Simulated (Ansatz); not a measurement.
Consider the ligand exchange at the Si–N bond: `CB(C)N[SiH3]` + `[OH][AlH2]` → `[AlH2][O][SiH3]` + `CB(C)N`.

Program: Ansatz. Geometries: PBE0-D4/def2-TZVP. ΔE: electronic, gas phase. CCSD(T)/CBS adds triple-zeta CCSD(T) − MP2 to the extrapolated MP2 energy (def2 sets, frozen cores). This one scheme is used for every species. DFT in def2-TZVPP. HSE06 is defined as in plane-wave codes. One conformer a species, not always the lowest.

(1) Is it downhill or uphill in electronic energy at CCSD(T)/CBS, and by how much? (Best estimate.)

(2) What do these levels give: LDA (SPW92), PBE-D4, r2SCANh-D4, BHLYP-D4, PBE, BLYP, PBE0, r2SCANh, HSE06, RPA@PBE/def2-TZVPP, CCSD/def2-TZVPP, MP2/CBS(def2)? (Best estimate.)

Largest T1 diagnostic among the species: 0.012.

Answers

(1) Computed: Downhill: ΔE = -16.2 kcal/mol.

(2) The calculation gave: LDA (SPW92) -14.5, PBE-D4 -14.6, r2SCANh-D4 -16.7, BHLYP-D4 -18.3, PBE -15.5, BLYP -17.9, PBE0 -16.4, r2SCANh -17.0, HSE06 -16.4, RPA@PBE/def2-TZVPP -16.2, CCSD/def2-TZVPP -17.1, MP2/CBS(def2) -16.1 kcal/mol.

Leaving LDA and LC-ωPBE aside and taking each functional with its dispersion term where it has one, the values, not all of them listed here, spread over 4.5 kcal/mol, from BHLYP-D4 to revPBE-D4. LDA lies +1.1 kcal/mol from PBE without D4. From BLYP to BHLYP (50 % exact exchange), in def2-TZVPP and without D4, ΔE moves by −1.4 kcal/mol.
